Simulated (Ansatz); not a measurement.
A nudged elastic band was laid between two geometries of Cl3H4N2Ta + H2 (12 atoms, charge 0, multiplicity 1).

These are results of RKS revPBE-D4/def2-SVP (Ansatz), not measurements.

| Property | Result |
| --- | --- |
| movable images | 7 |
| climbing image | yes |
| spring | 5.0 eV/Å² |
| optimiser | quadratic models (default) |
| start path | through a guess of the saddle point |
| force threshold | 0.05 eV/Å |
| iteration limit | 60 |
| end points | relaxed |

Image 0:

```xyz
12
Properties=species:S:1:pos:R:3
Ta 0.014 0.472 0.054
N 1.924 0.235 -0.232
H 2.622 -0.026 0.471
H 2.354 0.334 -1.160
N -0.263 0.147 2.000
H -0.602 -0.741 2.385
H -0.351 0.899 2.693
Cl -0.998 0.997 -2.014
Cl -0.072 2.757 0.680
Cl -0.749 -1.769 -0.155
H 1.938 -3.081 -0.646
H 2.671 -3.289 -0.740
```

Image 8:

```xyz
12
Properties=species:S:1:pos:R:3
Ta -0.131 -0.173 -0.037
N 2.226 -0.157 -0.339
H 2.698 -0.233 0.572
H 2.570 0.706 -0.784
N 0.063 -0.462 1.919
H 0.281 -1.316 2.439
H -0.236 0.279 2.570
Cl 0.004 -0.910 -2.297
Cl 0.421 2.142 0.099
Cl -2.467 -0.185 -0.072
H 0.531 -1.803 0.179
H 2.530 -0.954 -0.913
```

Problem. Which bonds break or form, and what moves?

Solution. Bonds broken: H11–H12. Bonds formed: Ta1–H11, N2–H12. Cl3H4N2Ta + H2 becomes Cl3H6N2Ta.

Problem. What energy profile does the band end with?

Solution. It converged. The highest image is number 5 of 0 to 8, 23.0 kcal/mol above the first end and 25.8 kcal/mol above the last; the last end lies 2.8 kcal/mol below the first. A vibrational analysis at the climbing image gives one clearly imaginary mode, 1138i cm⁻¹: a first-order saddle point. The orbitals stay closed-shell, which can raise the energy where a bond breaks towards radicals; this wasn't checked here.

```
image  path coordinate (Å)  energy (kcal/mol)  H11–H12 (Å)  Ta1–H11 (Å)  N2–H12 (Å)
    0                 0.00                0.0         0.77         4.10        3.64
    1                 1.11                0.3         0.77         3.91        3.56
    2                 2.22                1.8         0.76         3.70        3.12
    3                 3.34                3.6         0.76         3.33        2.89
    4                 4.45                6.7         0.77         2.51        2.36
    5                 5.56               23.0         1.06         1.95        1.35
    6                 6.98                6.1         1.97         1.79        1.03
    7                 8.41               -0.1         2.31         1.78        1.03
    8                 9.83               -2.8         2.43         1.77        1.03
```

Problem. What is the geometry of the highest image?

Solution. 
```xyz
12
Properties=species:S:1:pos:R:3
Ta -0.016 -0.099 -0.107
N 2.141 0.002 -0.038
H 2.728 -0.115 0.794
H 2.693 0.289 -0.853
N 0.365 -0.219 1.840
H -0.390 -0.534 2.462
H 1.180 0.048 2.399
Cl 0.509 0.210 -2.410
Cl -1.261 1.903 -0.076
Cl -1.902 -1.478 0.038
H 0.796 -1.847 -0.417
H 1.646 -1.224 -0.295
```

Problem. What are the harmonic wavenumbers there?

Solution. 1138i, 68, 98, 131, 146, 172, 187, 309, 342, 343, 360, 378, 437, 499, 548, 577, 615, 639, 685, 710, 1068, 1379, 1452, 1483, 1666, 1784, 3446, 3449, 3556, 3567 cm⁻¹.

The run took 7.9 min on 4 threads of Arm Neoverse V1 (shared host), peak memory 0.25 GiB.
